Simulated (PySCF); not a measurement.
# Field gradients at the hydrogen positions

Species: C7H10F3P.
Structure used (GFN2-xTB), in Å, numbered top down from 1:
```xyz
21
C7H10F3P angstrom
C      3.7914    0.6632   -0.0261
C      2.4432    0.2203   -0.2789
C      1.3036   -0.1440   -0.4302
P     -0.2952   -0.7396   -0.8553
C     -1.3227    0.3392    0.2898
C     -1.2221    1.7794   -0.2037
C     -2.7718   -0.1393    0.2893
C     -0.1446   -2.2428    0.2970
F     -1.2530   -3.0020    0.2962
F      0.8599   -3.0331   -0.1108
F      0.1038   -1.9393    1.5820
H      4.0640    1.4439   -0.7358
H      3.8766    1.0540    0.9877
H      4.4764   -0.1763   -0.1405
H     -0.9035    0.2744    1.3011
H     -1.7930    2.4376    0.4486
H     -0.1858    2.1134   -0.2116
H     -1.6213    1.8667   -1.2131
H     -3.1778   -0.1181   -0.7212
H     -3.3782    0.5127    0.9158
H     -2.8588   -1.1535    0.6738
```

Level: PBE0/pcSseg-1 (PySCF, non-relativistic); Q(2H) = 0.00286 b; rigid geometry, the same for H and D, with no vibrational averaging.

Tabulate Vzz, the asymmetry η and χzz = 234.96 MHz × Q × Vzz for every hydrogen position.

```json
{"atom": "H12", "bonded to": "C1", "bond length (Å)": "1.090", "Vzz (au)": "0.3078", "η": "0.03", "χzz (kHz)": "207"}
{"atom": "H13", "bonded to": "C1", "bond length (Å)": "1.090", "Vzz (au)": "0.3074", "η": "0.02", "χzz (kHz)": "207"}
{"atom": "H14", "bonded to": "C1", "bond length (Å)": "1.090", "Vzz (au)": "0.3078", "η": "0.03", "χzz (kHz)": "207"}
{"atom": "H15", "bonded to": "C5", "bond length (Å)": "1.097", "Vzz (au)": "0.2900", "η": "0.00", "χzz (kHz)": "195"}
{"atom": "H16", "bonded to": "C6", "bond length (Å)": "1.088", "Vzz (au)": "0.3144", "η": "0.02", "χzz (kHz)": "211"}
{"atom": "H17", "bonded to": "C6", "bond length (Å)": "1.089", "Vzz (au)": "0.3085", "η": "0.02", "χzz (kHz)": "207"}
{"atom": "H18", "bonded to": "C6", "bond length (Å)": "1.089", "Vzz (au)": "0.3106", "η": "0.03", "χzz (kHz)": "209"}
{"atom": "H19", "bonded to": "C7", "bond length (Å)": "1.089", "Vzz (au)": "0.3100", "η": "0.03", "χzz (kHz)": "208"}
{"atom": "H20", "bonded to": "C7", "bond length (Å)": "1.089", "Vzz (au)": "0.3134", "η": "0.02", "χzz (kHz)": "211"}
{"atom": "H21", "bonded to": "C7", "bond length (Å)": "1.088", "Vzz (au)": "0.3088", "η": "0.03", "χzz (kHz)": "207"}
```

A static deuteron (I = 1) shows a doublet split by (3/2)χ, (3/4)χ(1 + η) and (3/4)χ(1 − η) with the field along z, y and x of the gradient. What are these for H12?

With |χ| = 206.8 kHz and η = 0.025: 310, 159 and 151 kHz, to first order and without motion.

One conformer (not necessarily the lowest) at the GFN2-xTB geometry, without solvent, vibrations or thermal averaging. GFN2-xTB bond lengths can be off by several hundredths of an ångström, more for odd bonds, and the gradients follow them. A larger basis could move these couplings by a tenth or more.
